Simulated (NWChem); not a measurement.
Species: C$_{2}$H$_{7}$AlO; SMILES [Al]([CH3])([OH])[CH3]

```xyz
11

Al     0.0480    -0.0045     0.0005
C     -0.9966    -1.6505    -0.0004
H     -0.3509    -2.5415    -0.0367
H     -1.6840    -1.6945    -0.8622
H     -1.6263    -1.7274     0.9025
C     -0.7557     1.7818     0.0002
H     -1.3599     1.9356    -0.9110
H     -0.0228     2.6025     0.0521
H     -1.4486     1.9002     0.8511
O      1.7484    -0.2125    -0.0005
H      2.3942     0.4954     0.0029
```
Atoms are numbered in this order, from 1.

All runs use the structure optimised with PBE0/def2-SVP.

List the 4 lowest vertical singlet excitations from CAM-B3LYP/def2-SVP, TDA (NWChem).


| state | energy (eV) | oscillator strength | leading excitation (squared amplitude) |
|---|---|---|---|
| S1 | 6.39 | 0.000 | HOMO → LUMO (0.99) |
| S2 | 7.12 | 0.179 | HOMO → LUMO+1 (0.95) |
| S3 | 7.62 | 0.004 | HOMO−1 → LUMO (0.77) |
| S4 | 7.84 | 0.055 | HOMO−2 → LUMO+1 (0.67) |
